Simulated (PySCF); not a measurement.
# ORD: `[C-]#C[C@@H]1CC[C@H]1OC`, [C₇H₉O]-, charge -1

Cartesian coordinates in Å; atom numbers follow the order of the lines, from 1:
```xyz
17

C    -0.9644    1.0320   -2.9492
C    -0.8310    0.3930   -1.9060
C    -0.6426   -0.3636   -0.6638
C    -1.8337   -0.4853    0.3421
C    -0.8740   -0.1756    1.4955
C     0.1652    0.3160    0.4877
O     1.4872   -0.1392    0.7581
C     2.3635    0.1991   -0.2812
H    -0.2163   -1.3701   -0.8387
H    -2.5665    0.3082    0.1872
H    -2.3540   -1.4455    0.3874
H    -1.2086    0.5424    2.2496
H    -0.5158   -1.0762    1.9954
H     0.1747    1.4130    0.3816
H     1.9677   -0.1143   -1.2527
H     3.3104   -0.3074   -0.0845
H     2.5313    1.2856   -0.3186
```

Total charge -1.

Method: TDDFT PBE0/aug-cc-pVDZ circular dichroism and optical rotation, one conformer, gas phase (PySCF 2.14.0). Geometry: GFN2-xTB.

The molecule is flexible and this is one conformer; a measurement averages over conformers. For a gas-phase anion, states above the detachment energy (about 1.2 eV, taken as minus the energy of the highest occupied orbital) lie in the continuum and depend on the basis.

Stereocentres: C3 S, C6 R.

(1) What is the specific rotation at 633, 589.3, 546 nm?

(2) And for the mirror image at 589.3 nm?

(3) What is the molar rotation [Φ] = [α]·M/100 of the geometry above at 589.3 nm?

## Answers

(1) [α] in deg dm⁻¹ (g/mL)⁻¹:
| λ (nm) | origin-invariant length gauge | modified velocity gauge | length gauge (centre of mass) | isotropic polarisability (au) |
| --- | --- | --- | --- | --- |
| 633 | -76.1 | -79.0 | -72.9 | 116.6 |
| 589.3 | -84.8 | -88.0 | -80.8 | 118.1 |
| 546 | -87.9 | -91.2 | -82.8 | 120.1 |

(2) +84.8 deg dm⁻¹ (g/mL)⁻¹ (origin-invariant length gauge): the same size and the opposite sign.

(3) With M = 109.15 g/mol, -92.6 deg cm² dmol⁻¹ (origin-invariant length gauge).

The first excitation lies at 3.10 eV (400 nm) with R = +9.2 × 10⁻⁴⁰ esu² cm² (velocity form).
